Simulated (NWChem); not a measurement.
System meant: SiH$_{3}$O$_{2}$Br; SMILES O[SiH](O)Br

Input file for NWChem:

```
start job
memory heap 200 mb stack 900 mb global 1100 mb
geometry units angstroms noautosym nocenter noautoz
  Si    -0.020025     0.981941     0.417665
  O     -1.333667     1.703554    -0.252390
  O      1.362766     1.661648    -0.174203
  Br     0.078382    -1.225190    -0.048968
  H     -0.188390     1.116875     1.871482
  H     -1.336886     1.811529    -1.214877
  H      2.108814     1.067726    -0.337927
end
basis spherical
  * library 6-31g*
end
dft
  xc m06-2x
  iterations 150
end
property
  shielding
end
task dft property
```

End of the output:

```
 Vector   37  Occ=0.000000D+00  E= 7.508204D-02
              MO Center=  7.6D-01,  1.1D+00,  2.3D-01, r^2= 4.6D+00
   Bfn.  Coefficient  Atom+Function         Bfn.  Coefficient  Atom+Function
  ----- ------------  ---------------      ----- ------------  ---------------
    38      0.890711  3 O  s                 12     -0.658305  1 Si py
    11     -0.633895  1 Si px                84     -0.594807  7 H  s
    60     -0.375876  4 Br s                  8     -0.300474  1 Si py
    62     -0.249332  4 Br py                 7     -0.184790  1 Si px
    26      0.178830  2 O  py                10     -0.176445  1 Si s

 center of mass
 --------------
 x =   0.08935533 y =  -0.16645334 z =   0.01678707

 moments of inertia (a.u.)
 ------------------
         906.412971598817          29.045694578060          -5.532907984998
          29.045694578060         272.662651673740         -15.706205772265
          -5.532907984998         -15.706205772265        1095.530892455391

     Multipole analysis of the density
     ---------------------------------

     L   x y z        total         alpha         beta         nuclear
     -   - - -        -----         -----         ----         -------
     0   0 0 0     -0.000000    -34.000000    -34.000000     68.000000

     1   1 0 0      0.454145     -2.871464     -2.871464      6.197073
     1   0 1 0      0.221816     -1.574038     -1.574038      3.369892
     1   0 0 1     -0.392463     -1.178288     -1.178288      1.964113

     2   2 0 0    -30.523574    -78.785463    -78.785463    127.047351
     2   1 1 0     -0.435250      7.062539      7.062539    -14.560328
     2   1 0 1      1.198218     -1.367082     -1.367082      3.932381
     2   0 2 0    -35.327541   -226.591622   -226.591622    417.855702
     2   0 1 1     -1.518429     -3.642425     -3.642425      5.766421
     2   0 0 2    -29.724085    -29.808887    -29.808887     29.893689

          -----------------------------------------
          Chemical Shielding Tensors (GIAO, in ppm)
          -----------------------------------------

 ------------------------------------------------------------------------
  xm06: d2 not coded                    0
 ------------------------------------------------------------------------
 ------------------------------------------------------------------------
  current input line :
    22: task dft property
 ------------------------------------------------------------------------
 ------------------------------------------------------------------------
 This error has not yet been assigned to a category
 ------------------------------------------------------------------------
 For more information see the NWChem manual at https://nwchemgit.github.io

0: xm06: d2 not coded:Received an Error in Communication
```

Question: Find the fault in this run and fix the input.

Answer: The run crashed. Cause: this functional's second derivatives, which shieldings need, aren't coded here; the fix takes a hybrid GGA instead. This input runs:
```
start job
memory heap 200 mb stack 900 mb global 1100 mb
geometry units angstroms noautosym nocenter noautoz
  Si    -0.020025     0.981941     0.417665
  O     -1.333667     1.703554    -0.252390
  O      1.362766     1.661648    -0.174203
  Br     0.078382    -1.225190    -0.048968
  H     -0.188390     1.116875     1.871482
  H     -1.336886     1.811529    -1.214877
  H      2.108814     1.067726    -0.337927
end
basis spherical
  * library 6-31g*
end
dft
  xc pbe0
  iterations 150
end
property
  shielding
end
task dft property
```
It converges to -3015.11990 Ha (PBE0/6-31G* (spherical d), GIAO).
